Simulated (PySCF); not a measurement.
**Continuum solvent and chemical shifts**

Numbering as in the mapped SMILES `[SiH3:1][N:2]([SiH3:3])[B:4]1[CH:5]=[CH:6][BH:7][CH:8]=[CH:9]1`. Hydrogens are named by the atom that carries them.

GIAO PBE0/pcSseg-1 in PySCF 2.14 on one PBE0-D3(BJ)/def2-SVP conformer, non-relativistic, equivalent nuclei averaged. Solvents enter as an IEF-PCM continuum (benzene with ε = 2.3, dichloromethane with ε = 8.9) around the gas-phase geometry. Shifts are referred to TMS, BF3·OEt2 computed in the same medium.

Gas phase, δ in ppm: Si1/Si3 -40.8, B7 59.6, B4 36.4, C5/C9 162.7, C6/C8 161.1, H(C6)/H(C8) 7.58, H(C5)/H(C9) 7.45, H(B7) 6.25, H(Si1)/H(Si3) 4.96. Dipole moment 1.44 D.

Q: How does each δ change in the continuum?

A: 
```csv
atoms,environment,"Δδ, benzene","Δδ, dichloromethane"
Si1/Si3,"silicon bonded to N, 3 H",+0.3,+0.6
B7,"boron bonded to 2 C, H, in a 6-membered ring",+0.1,+0.1
B4,"boron bonded to 2 C, N, in a 6-membered ring",+0.2,+0.4
C5/C9,alkene CH,+1.3,+2.6
C6/C8,alkene CH,0.0,0.0
H(C6)/H(C8),hydrogen on an alkene CH,+0.02,+0.04
H(C5)/H(C9),hydrogen on an alkene CH,+0.10,+0.19
H(B7),"hydrogen on a boron bonded to 2 C, in a 6-membered ring",-0.06,-0.10
H(Si1)/H(Si3),hydrogen on a silicon bonded to N,-0.01,-0.02
```

Changes are relative to the gas phase. The dipole moment becomes 1.70 D in benzene, 1.93 D in dichloromethane.

Q: Which of the listed nuclei move most (in ppm), and what does the model miss? (N and O are left out, as their reference compounds move with the solvent too.)

A: C5/C9 (alkene CH, +2.6 ppm) in dichloromethane. A continuum only polarises the solute; specific hydrogen bonds, the anisotropy of aromatic solvents and changes of geometry or conformer are outside it.
